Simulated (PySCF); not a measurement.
**Assigning NMR signals**

Bonds (- single, = double, # triple, : aromatic): C1-P2, P2=N3, N3-Si4, P2-C5, C5-C6, C6-C7, C7-C8, C8-C9, C9-P2. C1 carries H10, H11, H12; Si4 carries H13, H14, H15; C5 carries H16, H17; C6 carries H18, H19; C7 carries H20, H21; C8 carries H22, H23; C9 carries H24, H25.

- GFN2-xTB structure
- NMR shieldings at PBE0/pcSseg-1/GIAO
- program: PySCF 2.14
- one conformer, no solvent, one averaged value for each set of equivalent atoms, non-relativistic Hamiltonian

δ = σ(ref) − σ, references computed at the same level: ¹³C and ¹H vs TMS.

Problem. Assign these signals to the numbered atoms. ¹³C{¹H} NMR (computed): δ 36.8, 31.0, 27.7, 14.5.

Solution. 
| δ (ppm) | atoms | environment | reason |
| --- | --- | --- | --- |
| 36.8 | C5/C9 | sp3 CH2 bonded to P | – |
| 31.0 | C7 | sp3 CH2 in a ring | aliphatic region, no heteroatom directly attached |
| 27.7 | C6/C8 | sp3 CH2 in a ring | – |
| 14.5 | C1 | methyl carbon bonded to P | – |

Problem. Assign these signals to the numbered atoms. ¹H NMR (400 MHz, computed): δ 4.90 (m, 3H), 2.05 (m, 2H), 2.04 (m, 2H), 1.76 (m, 1H), 1.75 (m, 2H), 1.41 (m, 3H), 1.16 (m, 2H), 1.11 (m, 1H).

Solution. 
| δ (ppm) | atoms | environment | reason |
| --- | --- | --- | --- |
| 4.90 | H13/H14/H15 | hydrogen on a silicon bonded to N | – |
| 2.05 | H18/H23 | hydrogen on an sp3 CH2 in a ring | – |
| 2.04 | H16/H25 | hydrogen on an sp3 CH2 bonded to P | – |
| 1.76 | H21 | hydrogen on an sp3 CH2 in a ring | far from electronegative atoms and π systems |
| 1.75 | H17/H24 | hydrogen on an sp3 CH2 bonded to P | – |
| 1.41 | H10/H11/H12 | hydrogen on a methyl carbon bonded to P | – |
| 1.16 | H19/H22 | hydrogen on an sp3 CH2 in a ring | – |
| 1.11 | H20 | hydrogen on an sp3 CH2 in a ring | far from electronegative atoms and π systems |

H18/H23 and H16/H25; H21 and H17/H24; H19/H22 and H20 lie closer than the usual error of such a calculation, so a measured spectrum could show them in the other order.

Splittings by ³¹P in the carbon and heteronuclear signals aren't shown, as no couplings were computed. Shifts are as computed. Against solution values, carbons near 30 ppm lie about +3 ppm off and those near 130 ppm about +5 ppm. Of 1211 compounds with measured shifts, 218 miss one by over three times the rms of a fit or turn the order of signals round; such compounds aren't used in these exercises. No couplings were computed; multiplicities are counted from neighbouring protons, with m where these are inequivalent, close in shift, in a saturated or five-membered ring or joined by F or P, and br s for small geminal =CH2 splittings.
